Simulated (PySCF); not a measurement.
C$_{4}$H$_{10}$ClFSi, singlet, at a GFN2-xTB geometry; SA2-CASSCF(4,5)/STO-3G in PySCF.

Input for PySCF:
```python
from pyscf import gto, scf, mcscf
import numpy

mol = gto.Mole()
mol.atom = '''
    C     2.70106411   -0.47342653   -0.36337652
    C     1.30391777   -0.90648808   -0.81021101
    Si   -0.06976135    0.26314982   -0.20785481
    F     0.27520037    1.73451503   -0.80600080
    Cl   -0.02931276    0.47849426    1.79430125
    C    -1.81372345   -0.16201214   -0.82875205
    C    -2.33054349   -1.51777614   -0.35067873
    H     2.92546455    0.52533623   -0.72915722
    H     2.77148615   -0.46235626    0.72154433
    H     3.45394741   -1.15793117   -0.74864845
    H     1.11849875   -1.92031962   -0.45248277
    H     1.28363270   -0.95557877   -1.90025128
    H    -2.50673109    0.61497792   -0.49964357
    H    -1.82838773   -0.14113722   -1.91945492
    H    -2.34591005   -1.56097687    0.73554679
    H    -1.69661009   -2.32247780   -0.71498456
    H    -3.34150774   -1.69045457   -0.71350516
'''
mol.basis = 'sto-3g'
mol.verbose = 4
mol.build()

mf = scf.RHF(mol)
mf.kernel()
mc = mcscf.CASSCF(mf, 5, 4)
mc.fix_spin_(ss=0.0)
mc = mc.state_average_([0.5, 0.5])
mc.kernel()
```

Task: What does PySCF print? Leave out banner, timings and long lists.

Result: 
```
PySCF version 2.14.0

[INPUT] verbose = 4
[INPUT] num. atoms = 17
[INPUT] num. electrons = 74
[INPUT] charge = 0
[INPUT] spin (= nelec alpha-beta = 2S) = 0
[INPUT] symmetry False subgroup None
[INPUT] Mole.unit = angstrom
[INPUT] Symbol           X                Y                Z      unit          X                Y                Z       unit  Magmom
[...]
nuclear repulsion = 479.318304839836
number of shells = 35
number of NR pGTOs = 159
number of NR cGTOs = 53
basis = sto-3g
ecp = {}

******** <class 'pyscf.scf.hf.RHF'> ********
method = RHF
initial guess = minao
damping factor = 0
level_shift factor = 0
DIIS = <class 'pyscf.scf.diis.CDIIS'>
diis_start_cycle = 1
diis_space = 8
diis_damp = 0
SCF conv_tol = 1e-09
SCF conv_tol_grad = None
SCF max_cycles = 50
direct_scf = True
direct_scf_tol = 1e-13
Set gradient conv threshold to 3.16228e-05
Initial guess from minao.
init E= -994.102071657664
[...]
cycle= 1 E= -993.711700210221  delta_E= 0.39  |g|= 0.412  |ddm|= 4.65
[...]
cycle= 2 E= -993.797347132503  delta_E= -0.0856  |g|= 0.0985  |ddm|= 0.91
[...]
cycle= 3 E= -993.801781479275  delta_E= -0.00443  |g|= 0.0273  |ddm|= 0.192
[...]
cycle= 4 E= -993.802314977838  delta_E= -0.000533  |g|= 0.00536  |ddm|= 0.0805
[...]
cycle= 5 E= -993.802335693289  delta_E= -2.07e-05  |g|= 0.00146  |ddm|= 0.0151
[...]
cycle= 6 E= -993.802337188973  delta_E= -1.5e-06  |g|= 0.000199  |ddm|= 0.00445
[...]
cycle= 7 E= -993.802337216545  delta_E= -2.76e-08  |g|= 2.99e-05  |ddm|= 0.000603
[...]
cycle= 8 E= -993.802337217177  delta_E= -6.32e-10  |g|= 8.92e-06  |ddm|= 7.76e-05
[...]
Extra cycle  E= -993.802337217236  delta_E= -5.84e-11  |g|= 4.15e-06  |ddm|= 2e-05
converged SCF energy = -993.802337217236

******** <class 'pyscf.mcscf.addons.StateAverageCASSCF'> ********
CAS (2e+2e, 5o), ncore = 35, nvir = 13
max_cycle_macro = 50
max_cycle_micro = 4
conv_tol = 1e-07
conv_tol_grad = None
orbital rotation max_stepsize = 0.02
orbital rotation threshold for CI restart = 0.01
augmented hessian ah_max_cycle = 30
augmented hessian ah_conv_tol = 1e-12
augmented hessian ah_linear dependence = 1e-14
augmented hessian ah_level shift = 1e-08
augmented hessian ah_start_tol = 2.5
augmented hessian ah_start_cycle = 3
augmented hessian ah_grad_trust_region = 3
kf_trust_region = 3
kf_interval = 4
ci_response_space = 4
ci_grad_trust_region = 3
with_dep4 0
natorb = False
canonicalization = True
sorting_mo_energy = False
ao2mo_level = 2
internal_rotation = False
******** <class 'pyscf.mcscf.addons.StateAverageSpinPenaltyFCISolver'> ********
max. cycles = 50
conv_tol = 1e-08
davidson only = True
linear dependence = 1e-12
level shift = 0.001
max iter space = 12
nroots = 2
pspace_size = 400
spin = None
State-average over 2 states with weights [0.5, 0.5]
CASCI E = -993.576340650985  S^2 = 0.0000000
Set conv_tol_grad to 0.000316228
macro iter   1 ( 21 JK    4 micro), CASSCF E = -993.586180048537  dE = -9.83939755e-03  S^2 = 0.0000000
               |grad[o]|=0.0782  |ddm|=0.036  |maxRot[o]|=0.314
macro iter   2 ( 21 JK    4 micro), CASSCF E = -993.595207997707  dE = -9.02794917e-03  S^2 = 0.0000000
               |grad[o]|=0.0487  |ddm|=0.032  |maxRot[o]|=0.247
macro iter   3 ( 21 JK    4 micro), CASSCF E = -993.604494981474  dE = -9.28698377e-03  S^2 = 0.0000000
               |grad[o]|=0.0284  |ddm|=0.0263  |maxRot[o]|=0.207
macro iter   4 ( 21 JK    4 micro), CASSCF E = -993.608197348218  dE = -3.70236674e-03  S^2 = 0.0000000
               |grad[o]|=0.018  |ddm|=0.0107  |maxRot[o]|=0.201
macro iter   5 ( 20 JK    4 micro), CASSCF E = -993.608500729337  dE = -3.03381119e-04  S^2 = 0.0000000
               |grad[o]|=0.0105  |ddm|=0.00591  |maxRot[o]|=0.0956
macro iter   6 ( 21 JK    4 micro), CASSCF E = -993.609480344449  dE = -9.79615112e-04  S^2 = 0.0000000
               |grad[o]|=0.00662  |ddm|=0.00488  |maxRot[o]|=0.272
macro iter   7 ( 21 JK    4 micro), CASSCF E = -993.609918213862  dE = -4.37869413e-04  S^2 = 0.0000000
               |grad[o]|=0.00348  |ddm|=0.00329  |maxRot[o]|=0.314
macro iter   8 ( 21 JK    4 micro), CASSCF E = -993.610158458643  dE = -2.40244781e-04  S^2 = 0.0000000
               |grad[o]|=0.00214  |ddm|=0.00296  |maxRot[o]|=0.314
macro iter   9 ( 19 JK    4 micro), CASSCF E = -993.610225896489  dE = -6.74378460e-05  S^2 = 0.0000000
               |grad[o]|=0.000941  |ddm|=0.00291  |maxRot[o]|=0.276
macro iter  10 ( 12 JK    3 micro), CASSCF E = -993.610231600852  dE = -5.70436293e-06  S^2 = 0.0000000
               |grad[o]|=0.000348  |ddm|=0.00113  |maxRot[o]|=0.0981
macro iter  11 (  4 JK    1 micro), CASSCF E = -993.610232027855  dE = -4.27003556e-07  S^2 = 0.0000000
               |grad[o]|=3.92e-05  |ddm|=9.3e-05  |maxRot[o]|=0.0183
macro iter  12 (  5 JK    1 micro), CASSCF E = -993.610232293018  dE = -2.65162612e-07  S^2 = 0.0000000
               |grad[o]|=3.53e-05  |ddm|=0.000145  |maxRot[o]|=0.0138
macro iter  13 (  6 JK    1 micro), CASSCF E = -993.610232480184  dE = -1.87166620e-07  S^2 = 0.0000000
               |grad[o]|=4.43e-05  |ddm|=0.000223  |maxRot[o]|=0.0114
macro iter  14 (  6 JK    1 micro), CASSCF E = -993.610232637182  dE = -1.56997203e-07  S^2 = 0.0000000
               |grad[o]|=5.3e-05  |ddm|=0.000312  |maxRot[o]|=0.00938
macro iter  15 (  6 JK    1 micro), CASSCF E = -993.610232785800  dE = -1.48618938e-07  S^2 = 0.0000000
               |grad[o]|=6.7e-05  |ddm|=0.000374  |maxRot[o]|=0.00805
macro iter  16 (  6 JK    1 micro), CASSCF E = -993.610232936705  dE = -1.50904498e-07  S^2 = 0.0000000
               |grad[o]|=8.15e-05  |ddm|=0.000439  |maxRot[o]|=0.00709
macro iter  17 (  6 JK    1 micro), CASSCF E = -993.610233095212  dE = -1.58506737e-07  S^2 = 0.0000000
               |grad[o]|=9.07e-05  |ddm|=0.00047  |maxRot[o]|=0.00655
macro iter  18 (  7 JK    2 micro), CASSCF E = -993.610233426974  dE = -3.31762294e-07  S^2 = 0.0000000
               |grad[o]|=9.8e-05  |ddm|=0.000962  |maxRot[o]|=0.0123
macro iter  19 (  3 JK    1 micro), CASSCF E = -993.610233601859  dE = -1.74885031e-07  S^2 = 0.0000000
               |grad[o]|=0.000102  |ddm|=0.000522  |maxRot[o]|=0.00594
macro iter  20 (  3 JK    1 micro), CASSCF E = -993.610233786640  dE = -1.84780561e-07  S^2 = 0.0000000
               |grad[o]|=0.000103  |ddm|=0.000547  |maxRot[o]|=0.00618
macro iter  21 (  3 JK    1 micro), CASSCF E = -993.610233982076  dE = -1.95436769e-07  S^2 = 0.0000000
               |grad[o]|=0.000108  |ddm|=0.000562  |maxRot[o]|=0.00617
macro iter  22 (  3 JK    1 micro), CASSCF E = -993.610234186501  dE = -2.04424850e-07  S^2 = 0.0000000
               |grad[o]|=0.000112  |ddm|=0.000575  |maxRot[o]|=0.00621
macro iter  23 (  3 JK    1 micro), CASSCF E = -993.610234399546  dE = -2.13044473e-07  S^2 = 0.0000000
               |grad[o]|=0.000114  |ddm|=0.000587  |maxRot[o]|=0.00616
macro iter  24 (  3 JK    1 micro), CASSCF E = -993.610234620592  dE = -2.21046207e-07  S^2 = 0.0000000
               |grad[o]|=0.000117  |ddm|=0.000606  |maxRot[o]|=0.00615
macro iter  25 (  3 JK    1 micro), CASSCF E = -993.610234850740  dE = -2.30148203e-07  S^2 = 0.0000000
               |grad[o]|=0.000121  |ddm|=0.000619  |maxRot[o]|=0.00609
macro iter  26 (  3 JK    1 micro), CASSCF E = -993.610235088398  dE = -2.37658355e-07  S^2 = 0.0000000
               |grad[o]|=0.000122  |ddm|=0.000633  |maxRot[o]|=0.00618
macro iter  27 (  3 JK    1 micro), CASSCF E = -993.610235334409  dE = -2.46011041e-07  S^2 = 0.0000000
               |grad[o]|=0.000125  |ddm|=0.000642  |maxRot[o]|=0.00621
macro iter  28 (  3 JK    1 micro), CASSCF E = -993.610235587423  dE = -2.53013923e-07  S^2 = 0.0000000
               |grad[o]|=0.000126  |ddm|=0.000657  |maxRot[o]|=0.00625
macro iter  29 (  3 JK    1 micro), CASSCF E = -993.610235848051  dE = -2.60627189e-07  S^2 = 0.0000000
               |grad[o]|=0.000129  |ddm|=0.000663  |maxRot[o]|=0.00631
macro iter  30 (  3 JK    1 micro), CASSCF E = -993.610236114703  dE = -2.66652251e-07  S^2 = 0.0000000
               |grad[o]|=0.00013  |ddm|=0.000676  |maxRot[o]|=0.00636
macro iter  31 (  3 JK    1 micro), CASSCF E = -993.610236387926  dE = -2.73223350e-07  S^2 = 0.0000000
               |grad[o]|=0.000133  |ddm|=0.00068  |maxRot[o]|=0.0064
macro iter  32 (  3 JK    1 micro), CASSCF E = -993.610236666088  dE = -2.78162133e-07  S^2 = 0.0000000
               |grad[o]|=0.000133  |ddm|=0.000691  |maxRot[o]|=0.00644
macro iter  33 (  3 JK    1 micro), CASSCF E = -993.610236949612  dE = -2.83524059e-07  S^2 = 0.0000000
               |grad[o]|=0.000136  |ddm|=0.000694  |maxRot[o]|=0.00645
macro iter  34 (  3 JK    1 micro), CASSCF E = -993.610237236687  dE = -2.87074840e-07  S^2 = 0.0000000
               |grad[o]|=0.000136  |ddm|=0.000704  |maxRot[o]|=0.00646
macro iter  35 (  3 JK    1 micro), CASSCF E = -993.610237527612  dE = -2.90924390e-07  S^2 = 0.0000000
               |grad[o]|=0.000138  |ddm|=0.000705  |maxRot[o]|=0.00645
macro iter  36 (  3 JK    1 micro), CASSCF E = -993.610237820347  dE = -2.92734967e-07  S^2 = 0.0000000
               |grad[o]|=0.000138  |ddm|=0.000712  |maxRot[o]|=0.00645
macro iter  37 (  3 JK    1 micro), CASSCF E = -993.610238115118  dE = -2.94770985e-07  S^2 = 0.0000000
               |grad[o]|=0.00014  |ddm|=0.000712  |maxRot[o]|=0.00639
macro iter  38 (  3 JK    1 micro), CASSCF E = -993.610238409874  dE = -2.94756660e-07  S^2 = 0.0000000
               |grad[o]|=0.000139  |ddm|=0.000717  |maxRot[o]|=0.00637
macro iter  39 (  3 JK    1 micro), CASSCF E = -993.610238704902  dE = -2.95028258e-07  S^2 = 0.0000000
               |grad[o]|=0.000141  |ddm|=0.000717  |maxRot[o]|=0.00618
macro iter  40 (  3 JK    1 micro), CASSCF E = -993.610238998299  dE = -2.93396738e-07  S^2 = 0.0000000
               |grad[o]|=0.000141  |ddm|=0.000721  |maxRot[o]|=0.00609
macro iter  41 (  3 JK    1 micro), CASSCF E = -993.610239290035  dE = -2.91736001e-07  S^2 = 0.0000000
               |grad[o]|=0.000141  |ddm|=0.000716  |maxRot[o]|=0.00601
macro iter  42 (  3 JK    1 micro), CASSCF E = -993.610239578200  dE = -2.88165211e-07  S^2 = 0.0000000
               |grad[o]|=0.00014  |ddm|=0.000717  |maxRot[o]|=0.00591
macro iter  43 (  3 JK    1 micro), CASSCF E = -993.610239863067  dE = -2.84866701e-07  S^2 = 0.0000000
               |grad[o]|=0.00014  |ddm|=0.000711  |maxRot[o]|=0.00576
macro iter  44 (  3 JK    1 micro), CASSCF E = -993.610240142846  dE = -2.79778419e-07  S^2 = 0.0000000
               |grad[o]|=0.000139  |ddm|=0.000709  |maxRot[o]|=0.00563
macro iter  45 (  3 JK    1 micro), CASSCF E = -993.610240417822  dE = -2.74976060e-07  S^2 = 0.0000000
               |grad[o]|=0.000139  |ddm|=0.000703  |maxRot[o]|=0.00543
macro iter  46 (  3 JK    1 micro), CASSCF E = -993.610240686406  dE = -2.68584245e-07  S^2 = 0.0000000
               |grad[o]|=0.000138  |ddm|=0.000699  |maxRot[o]|=0.0053
macro iter  47 (  3 JK    1 micro), CASSCF E = -993.610240948946  dE = -2.62540198e-07  S^2 = 0.0000000
               |grad[o]|=0.000137  |ddm|=0.00069  |maxRot[o]|=0.00512
macro iter  48 (  3 JK    1 micro), CASSCF E = -993.610241204030  dE = -2.55083933e-07  S^2 = 0.0000000
               |grad[o]|=0.000135  |ddm|=0.000684  |maxRot[o]|=0.00496
macro iter  49 (  3 JK    1 micro), CASSCF E = -993.610241452151  dE = -2.48120728e-07  S^2 = 0.0000000
               |grad[o]|=0.000134  |ddm|=0.000674  |maxRot[o]|=0.00476
macro iter  50 (  3 JK    1 micro), CASSCF E = -993.610241692081  dE = -2.39930273e-07  S^2 = 0.0000000
               |grad[o]|=0.000132  |ddm|=0.000667  |maxRot[o]|=0.00458
1-step CASSCF not converged,  50 macro (340 JK  80 micro) steps
CASSCF canonicalization
Density matrix diagonal elements [1.97352917 1.50064124 0.48446187 0.01682413 0.02454358]
CASSCF energy = -993.610241692081
CASCI E = -993.610241692081  E(CI) = -3.77021093812243  S^2 = 0.0000000
CASCI state-averaged energy = -993.610241692081
CASCI energy for each state
  State 0 weight 0.5  E = -993.813135394085 S^2 = 0.0000000
  State 1 weight 0.5  E = -993.407347990077 S^2 = 0.0000000
```

Convergence was not reached.
